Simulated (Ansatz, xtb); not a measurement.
**H4NSi3: 5 structures ranked**

5 gas-phase structures of H4NSi3, found in a search over its isomers (lower ones may exist). Each was relaxed with GFN2-xTB; where two conformers were screened, the lower at r2SCAN-D4/def2-SVP is listed:

A. a doublet given by its coordinates
B. `[SiH]/N=[Si]/[SiH3]`, a doublet
C. `[Si]=N[SiH2][SiH2]`, a doublet
D. a doublet given by its coordinates
E. `[Si]=N[SiH][SiH3]`, a doublet

D (Å):

```yaml
atoms:
  - { symbol: N, position_ang: [-0.4758, 1.4549, -0.2475] }
  - { symbol: Si, position_ang: [-0.3742, -0.7152, 1.3146] }
  - { symbol: Si, position_ang: [0.5700, 0.0900, -0.6201] }
  - { symbol: Si, position_ang: [-1.4436, 1.3073, 1.2115] }
  - { symbol: H, position_ang: [0.1333, -2.0702, 1.6760] }
  - { symbol: H, position_ang: [-0.5114, 2.2699, -0.8383] }
  - { symbol: H, position_ang: [0.2297, -0.3880, -1.9706] }
  - { symbol: H, position_ang: [1.9511, 0.5926, -0.7187] }
```

Close contacts (Å): N1–Si3 1.76, N1–Si4 1.76, Si2–Si3 2.30, Si2–Si4 2.29, N1–H6 1.01, Si2–H5 1.49, Si3–H7 1.47, Si3–H8 1.47.

A (Å):

```xyz
8

N     0.9644    1.1252    0.3270
Si    4.0412    2.7575   -1.2441
Si    2.2706    1.8293   -0.3136
Si   -0.4389    0.2814    0.8112
H     4.4757    3.4924    0.0294
H    -0.9137    0.8307    2.0907
H    -1.4928    0.4300   -0.2086
H    -0.1309   -1.1498    0.9745
```

Close contacts (Å): N1–Si3 1.62, N1–Si4 1.71, Si2–Si3 2.21, Si2–H5 1.53, Si4–H6 1.47, Si4–H7 1.47, Si4–H8 1.47.

Which do you expect lowest at r2SCAN-D4/def2-SVP, and how would the others follow?

Calculated order at r2SCAN-D4/def2-SVP: E (0.0), D (8.3), C (8.6), A (80.1), B (137.6) kJ/mol. Less than 1 kcal/mol parts D and C, so the order within that pair means little.

Energies above the lowest of each column, in kJ/mol; the last columns are at B3LYP-D3(BJ)/def2-SVP geometries and were run for some of them only (a dash: not run or not comparable):

```tsv
structure	GFN2-xTB	HF/STO-3G	r2SCAN-D4/def2-SVP	B3LYP-D3(BJ)/def2-SVP	CCSD(T)/def2-SVP
E	32.8	0.0	0.0	0.0	0.0
D	73.0	15.9	8.3	4.8	9.2
C	53.8	25.1	8.6	11.9	2.9
A	0.0	225.8	80.1	–	–
B	91.0	94.6	137.6	–	–
```

CCSD(T)/def2-SVP puts E lowest of those it was run on, with C within 1 kcal/mol; GFN2-xTB picks A. CCSD(T)/def2-SVP orders those it was run on as E (0.0), C (2.9), D (9.2) kJ/mol. Less than 1 kcal/mol parts E and C, so the order within that pair means little. Some further structures that were screened fall inside this span and aren't listed. Flexible structures stand in one conformer each, not always the lowest. Frequencies (B3LYP-D3(BJ)/def2-SVP) were run for C, D, E alone. Open shells are spin-unrestricted, some with notable spin contamination.

Over these structures GFN2-xTB departs from r2SCAN-D4/def2-SVP by 53.2 kJ/mol on average once a common shift is removed. A GFN2-xTB relaxation took about 0.11 s and the r2SCAN-D4/def2-SVP energy about 1.6 s on a shared host (Ansatz 0.2.0, xtb 6.7.1).
